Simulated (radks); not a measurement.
Problem. Ba26+, configuration [Ar] 3d10 4s2 (the NIST ground configuration). Method: scalar-relativistic Kohn-Sham, exchange-only LDA, spin-polarised, spherical densities, point nucleus; computed with a radial shooting solver on a logarithmic mesh with Libxc functionals. Some entries of the table are withheld. Estimate them.

orbital,occ.,eigenvalue (eV),<r> (bohr),r(max) (bohr)
1s,2,-38077.54,0.02560,0.01644
2s,2,-6720.181,0.1096,0.09287
2p,6,-6118.910,0.09601,0.07455
3s,2,-2027.656,(1),0.2644
3p,6,-1834.369,0.2847,0.2580
3d,10,-1558.451,0.2594,(2)
4s,2,-922.2575,0.5953,0.5814

Solution. 
(1) 3s <r> (bohr): 0.2880
(2) 3d r(max) (bohr): 0.2113
